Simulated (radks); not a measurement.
Problem. Species: Gd III. Configuration: [Xe] 4f7 5d1. Method: scalar-relativistic Kohn-Sham, r2SCAN, spin-polarised, spherical densities, finite nucleus; open shells are filled with parallel spins first (spin-orbit coupling, left out, can overturn this in heavy ions); meta-GGA in the generalised Kohn-Sham scheme; Fermi nuclear charge, rms radius 5.1569 fm; computed with a radial shooting solver on a logarithmic mesh with Libxc functionals. Some entries of the table are withheld. Estimate them.

orbital,occ.,eigenvalue (hartree),r(max) (bohr),<1/r> (bohr^-1)
1s up,1,-1844.218,0.01392,71.64
1s down,1,-1844.218,0.01392,71.64
2s up,1,-305.6858,0.07897,16.63
2s down,1,-305.6843,0.07897,16.63
2p up,3,-271.9608,0.06395,15.52
2p down,3,-271.9592,0.06395,15.52
3s up,1,-68.47590,0.2240,6.112
3s down,1,-68.35298,0.2239,6.120
3p up,3,-57.97294,0.2199,5.739
3p down,3,-57.84971,0.2198,5.747
3d up,5,-44.09362,0.1804,5.436
3d down,5,-43.99703,0.1802,5.444
4s up,1,-14.43620,0.5159,2.565
4s down,1,-14.14175,0.5156,2.563
4p up,3,-10.95752,0.5383,2.359
4p down,3,-10.66209,0.5379,2.358
4d up,5,-6.12603,0.5594,2.080
4d down,5,-5.82839,0.5589,2.076
5s up,1,-2.43636,1.192,0.9996
5s down,1,-2.28241,1.211,0.9708
5p up,3,-1.57778,1.346,(1)
5p down,3,-1.45811,1.372,(2)
4f up,7,-0.90569,0.5671,(3)
4f down,0,-0.63286,0.5703,(4)
5d up,1,-0.57149,1.834,0.5605
5d down,0,-0.47974,1.871,0.5467

Solution. 
(1) 5p up <1/r> (bohr^-1): 0.8496
(2) 5p down <1/r> (bohr^-1): 0.8236
(3) 4f up <1/r> (bohr^-1): 1.538
(4) 4f down <1/r> (bohr^-1): 1.487
